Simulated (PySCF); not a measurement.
# What a mistake does to a calculation on B2FH4Si

All numbers below are calculated, not measured. The program is PySCF 2.14.0, an open-source quantum chemistry code, run on an isolated molecule that a program drew, which may never have been made. The molecule is B2FH4Si (charge 0, doublet), drawn as the SMILES string `[BH][SiH](B)F`.

Each row is a Hartree-Fock (HF) and frozen-core CCSD(T) single point in the cc-pV(D+d)Z basis, meant for a local HF minimum. Run 1 is clean. Each other run has one planted mistake out of seven kinds, and not every kind appears here: one electron removed, one electron added, multiplicity raised by two, geometry at a saddle point, minimal basis STO-3G, one bond length entered in bohr, all coordinates scaled. The reference is restricted for singlets and unrestricted otherwise, and also for a bond in bohr. Adding or removing an electron swaps singlet and doublet. Electrons count all cores. HOMO and LUMO are orbital energies over both spins, the gradient is its largest component, and the lowest frequency (negative if imaginary) is given only where the gradient is small. Bond lengths are over the 7 bonds as drawn. T1 is the CCSD diagnostic: over 0.02 (restricted) or 0.045 (unrestricted) a single reference is doubtful.

Geometry of the clean run:
```xyz
8
B2FH4Si, angstrom
B     1.5889    0.4358    1.2438
Si    1.4739    1.8121    2.7006
B     0.5013    3.4748    2.0670
F     0.7307    1.1905    4.0087
H     1.9319    0.3873    0.1025
H     2.8648    2.1094    3.1197
H    -0.6575    3.6678    2.3029
H     1.0832    4.2764    1.3901
```

| run | electrons | basis functions | <S^2> | HOMO (eV) | LUMO (eV) | gradient (hartree/bohr) | lowest frequency (cm^-1) | mean bond (Å) | longest bond (Å) | T1 | HF (hartree) | CCSD(T) (hartree) | mistake |
|---|---|---|---|---|---|---|---|---|---|---|---|---|---|
| 1 | 37 | 85 | 0.761 | -9.06 | 0.45 | 1.6e-05 | 123 | 1.5338 | 2.028 | 0.0166 | -440.01823 | -440.49590 | no fault |
| 2 | 37 | 85 | 0.762 | -9.01 | 0.51 | 1.0e-01 | - | 1.4065 | 1.860 | 0.0177 | -439.96014 | -440.43361 | all coordinates scaled |
| 3 | 37 | 85 | 1.418 | -9.20 | 0.30 | 1.7e-02 | - | 1.6863 | 2.267 | 0.0615 | -439.89837 | -440.37688 | one bond length entered in bohr |
| 4 | 37 | 85 | 3.795 | -7.89 | -1.97 | 4.6e-02 | - | 1.5338 | 2.028 | 0.0452 | -439.89829 | -440.37573 | multiplicity raised by two |
| 5 | 38 | 85 | 0.000 | -0.60 | 5.90 | 3.5e-02 | - | 1.5338 | 2.028 | 0.0479 | -439.99246 | -440.52922 | ? |

**Which mistake was planted in run 5, and what did it cost?**

It counts 38 electrons, one more than the clean run, at the same geometry and basis. So the mistake is: one electron added. Subtracting run 1 and multiplying by 627.51 kcal/mol a hartree, the energy moved by 16.2 kcal/mol in HF and -20.9 kcal/mol in CCSD(T).

Cautions from the logs. Run 3: T1 is over the limit, so its CCSD(T) energy is less reliable; run 4: T1 is over the limit, so its CCSD(T) energy is less reliable; run 5: T1 is over the limit, so its CCSD(T) energy is less reliable.
